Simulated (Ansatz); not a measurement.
C$_{2}$H$_{6}$InS (`C[S][In][CH3]`) radical, relaxed with UKS PBE0-D4/def2-TZVP in the Gaussian-basis code of Ansatz from a PBE-D4/def2-SVP geometry. The force threshold is 0.005 eV/Å; the program also tests the step.

Charge 0, multiplicity 2. In takes the def2 core potential.

Start:

```xyz
10

C    -0.105    1.001    1.500
S     1.654    0.458    1.529
In    1.737   -0.896   -0.559
C    -0.235   -0.982   -1.641
H    -0.293    1.754    0.710
H    -0.809    0.155    1.374
H    -0.313    1.472    2.482
H    -0.144   -1.592   -2.559
H    -0.974   -1.429   -0.947
H    -0.517    0.060   -1.888
```

(1) How much energy does the relaxation release, and in how many steps? (Best estimate.)

(2) Which bonds change most? (Best estimate.)

(3) Give the relaxed structure. (Best estimate.)

Results:

(1) The calculation gave: 6.01 kJ/mol, in 11 steps, 1 of them rejected.

(2) Computed: S2–In3 from 2.491 to 2.428 Å; In3–C4 from 2.251 to 2.200 Å; C1–S2 from 1.841 to 1.822 Å; C1–H6 from 1.108 to 1.090 Å.

(3) Computed: 
```xyz
10

C    -0.107    1.006    1.515
S     1.619    0.423    1.505
In    1.678   -0.881   -0.542
C    -0.220   -0.983   -1.650
H    -0.302    1.698    0.696
H    -0.816    0.179    1.469
H    -0.259    1.535    2.457
H    -0.099   -1.547   -2.573
H    -0.958   -1.467   -1.008
H    -0.536    0.038   -1.870
```
